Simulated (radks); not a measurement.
N, configuration [He] 2s1 2p4 (not the ground configuration). Calculated with a radial shooting solver on a logarithmic mesh with Libxc functionals: scalar-relativistic Kohn-Sham, PBE, spin-polarised, spherical densities, finite nucleus; open shells are filled with parallel spins first; Fermi nuclear charge, rms radius 2.5582 fm.

Unscreened Slater integrals over Kohn-Sham orbitals (cm^-1). They are taken over the spin-up orbitals.

\begin{tabular}{lr}
integral & value \\ \hline
F0(2p,2p) & 145470 \\
F2(2p,2p) & 65032 \\
F0(2p,2s) & 149530 \\
G1(2p,2s) & 91221 \\
F0(2p,1s) & 211030 \\
G1(2p,1s) & 20750 \\
F0(2s,2s) & 154630 \\
F0(2s,1s) & 219720 \\
G0(2s,1s) & 15828 \\
F0(1s,1s) & 900900 \\
\end{tabular}

Derived for the open shells (J is the average intra-shell exchange parameter used in DFT+U). 2p: J = F2/5 = 13010 cm^-1; in LS coupling 1D lies 6 F2/25 = 15610 cm^-1 above 3P.
